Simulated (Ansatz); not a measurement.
Total energies of the cluster Cu₂Au from Ansatz at PBE0-D4/def2-TZVP, gas phase (1 Eh = 27.2114 eV = 2625.5 kJ/mol). The reference geometry is relaxed at PBE0-D4/def2-TZVP.

```xyz
3

Au    0.8985   -0.9040   -0.7944
Cu   -1.3689   -0.2020    0.1013
Cu    0.4704    1.1060    0.6931
```

```tsv
state	geometry	energy (Eh)
charge 0 doublet	reference	-3416.31800
charge 1 singlet	reference	-3416.08532
charge 0 quartet	relaxed at PBE0-D4/def2-TZVP	-3416.23225
free Au atom (doublet)	–	-135.70229
free Cu atom (doublet)	–	-1640.24417
```

In the def2 sets Au takes a core potential; there is no spin–orbit coupling.

Work out the vertical ionisation energy to the singlet.

E(charge 1 singlet) − E(charge 0 doublet) = -3416.08532 − (-3416.31800) = 0.23268 Eh = 6.33 eV. For comparison, −ε of the highest occupied level of the spin that leaves is 4.61 eV at this level, 1.72 eV less.

Which of the charge 0 states is lowest, and how far above it are the others?

The doublet. quartet: -3416.23225 − (-3416.31800) = 0.08575 Eh = 225.1 kJ/mol.

What is the binding energy per atom against free atoms?

Atoms: 1 × (-135.70229) + 2 × (-1640.24417) = -3416.19063 Eh. Binding: -3416.19063 − (-3416.31800) = 0.12737 Eh = 3.47 eV, or 1.16 eV for each of 3 atoms (no zero-point energy, no counterpoise term).

The structure comes from a short search, and lower isomers may exist.
